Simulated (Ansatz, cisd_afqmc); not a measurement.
System: MgF, charge 1, singlet. MgF+ (SMILES [F][Mg+]).
B3LYP-D3(BJ)/def2-TZVP minimum from Ansatz (a quantum-chemistry and plane-wave program):
```xyz
2

Mg     0.0000     0.0000    -0.7312
F      0.0000     0.0000     0.9749
```
Charge +1, spin multiplicity 1.

Total energies in def2-SVP, 8 correlated electrons, 6 frozen orbitals. Open shells are spin-unrestricted; no spin-orbit coupling. Cores are frozen in correlated methods. No relativity. AFQMC/CISD: phaseless, guided by CISD from CCSD amplitudes; bars are statistical, one sigma. Outlying blocks are dropped, and bars are widened where a walk drifts. Over all cases where full CI ran beside it in this data, AFQMC minus full CI had a median of +0.1 mEh and passed +0.4 mEh in a tenth of the cases. The spin of FMg+ ([F][Mg+], singlet) was assumed, and the state is the lowest solution found for it.

The bar of a AFQMC/CISD walk is widened from 0.27 to 0.35 mEh, since its error had not levelled off in the blocking analysis, or few joins of blocks were possible.

| method | program | energy (Eh) | error against FCI (mEh) |
|---|---|---|---|
| HF | Ansatz | -298.66060 | 211.69 |
| MP2 | Ansatz | -298.86866 | 3.63 |
| CCSD | Ansatz | -298.86858 | 3.71 |
| CCSD(T) | Ansatz | -298.87162 | 0.66 |
| CCSDT(Q) | Ansatz | -298.87239 | -0.11 |
| CCSDTQ | Ansatz | -298.87231 | -0.02 |
| AFQMC/CISD | cisd_afqmc | -298.8722 ± 0.0004 | 0.0 ± 0.4 |
| FCI | Ansatz | -298.87229 | 0.00 |

Rough core times of Ansatz's runs on a shared machine: CCSD(T) under 20 s, CCSDT(Q) under 20 s, CCSDTQ 20 s, FCI 3 min.
